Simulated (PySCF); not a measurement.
# Se⁺: ionisation energy

Se⁺ [Ar] 3d10 4s2 4p3 (4S) → Se²⁺ [Ar] 3d10 4s2 4p2 (3P), as a difference of total energies. Computed with PySCF 2.14 in def2-QZVPPD, with no relativity, point nucleus. Correlated levels: valence: [Ar] 3d10 frozen. The calculations carry no spin-orbit coupling.

| method | ionisation energy (eV) |
| --- | --- |
| UHF | 20.830 |
| MP2 (valence) | 21.377 |
| SCS-MP2 (valence) | 21.223 |
| CCSD (valence) | 21.329 |
| CCSD(T) (valence) | 21.365 |

Q: How much does correlation contribute at CCSD(T) (valence)?

A: 21.365 − (20.830) = 0.535 eV, measured against UHF.

A first-order spin-orbit estimate (lowest level to lowest level, LS coupling) adds -0.273 eV.

These non-relativistic numbers lack the scalar-relativistic shift.

Errors of the correlated levels include the incompleteness of this basis and the frozen core.

For comparison: 21.196 ± 0.01 eV (measured; NIST Atomic Spectra Database, ionization energies).
